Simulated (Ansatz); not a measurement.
```yaml
crystal:
  periodic: [false, false, false]
  atoms:
    - {symbol: Sn, position_ang: [-0.027238, -0.073783, -0.105110]}
    - {symbol: H, position_ang: [0.798591, -0.909511, 1.221635]}
    - {symbol: H, position_ang: [-1.554383, 0.477230, 0.585359]}
    - {symbol: H, position_ang: [-0.094450, -0.954334, -1.426426]}
    - {symbol: H, position_ang: [0.863520, 1.454853, -0.471276]}
basis:
  gaussian: {orbitals: STO-3G}
total_charge: 1
magnetization: {spin_polarized: true, initial_magnetization: 2}
hamiltonian: {xc: {name: RPBE}}
```

```sh
$ ansatz run in.yaml --threads 2 --pin off --events-out ev --progress --plain --max-ram 20480MiB --backend cpu
```

It prints (some lines left out):

```
Error: a molecule whose nuclei and cores have a total charge of 54 cannot have a net charge of 1 together with 2 unpaired electrons
```

Problem. Something in this input is off. What?

Solution. The number of unpaired electrons doesn't fit the electron count. The input was rejected before any iteration.
